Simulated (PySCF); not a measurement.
This script is equivalent to a calculation on Br⁺ (bromine, charge +1).

```python
from pyscf import gto, scf, dft, mp, cc
import basis_set_exchange as bse
mol = gto.M(atom="Br 0 0 0", charge=1, spin=2, symmetry="D2h",
            basis=gto.basis.parse(bse.get_basis("Sapporo-DKH3-DZP-2012", elements=["Br"], fmt="nwchem", header=False)),
            nucmod="G")
mf = scf.UHF(mol).sfx2c1e()
mf.irrep_nelec = {'Ag': (6, 6), 'B1g': (1, 1), 'B2g': (1, 1), 'B3g': (1, 1), 'B1u': (3, 2), 'B2u': (3, 3), 'B3u': (3, 2)}
mf.kernel()
```

**Question.** What total energy does it give?

**Answer.** -2603.95774 hartree (calculated).

**Question.** Which occupied shell lies highest, and where?

**Answer.** 4p β, at -20.976 eV.

**Question.** What is ⟨S²⟩, and what would a pure spin state give?

**Answer.** 2.007, against 2.00.
